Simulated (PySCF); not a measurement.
H4Pb, SMILES [PbH4].

Coordinates come from a PBE0-D3(BJ)/def2-TZVPD optimisation. The def2 effective core potentials stand for the cores of Pb; spin–orbit coupling is left out.

Two levels are set side by side: PBE/def2-TZVPD (PySCF) and r2SCAN/def2-TZVPD (PySCF). Same geometry, gas phase. Differences are taken from unrounded values.

```json
[
 {"quantity": "orbital gap (eV)", "r2SCAN": "6.88"},
 {"quantity": "highest occupied level (eV)", "r2SCAN": "-8.04"},
 {"quantity": "lowest empty level (eV)", "r2SCAN": "-1.16"},
 {"quantity": "mean polarisability (bohr³)", "r2SCAN": "50.7"}
]
```

What does PBE give, and how far is it from r2SCAN? (Estimate from the structure and the level; the computed values follow.)


| quantity | PBE | PBE minus r2SCAN |
|---|---|---|
| orbital gap (eV) | 6.20 | -0.69 |
| highest occupied level (eV) | -7.74 | 0.30 |
| lowest empty level (eV) | -1.54 | -0.38 |
| mean polarisability (bohr³) | 52.1 | 1.4 |

Rough cost on one machine, each run with all the roots and properties that it gave: r2SCAN against PBE about 4 times.
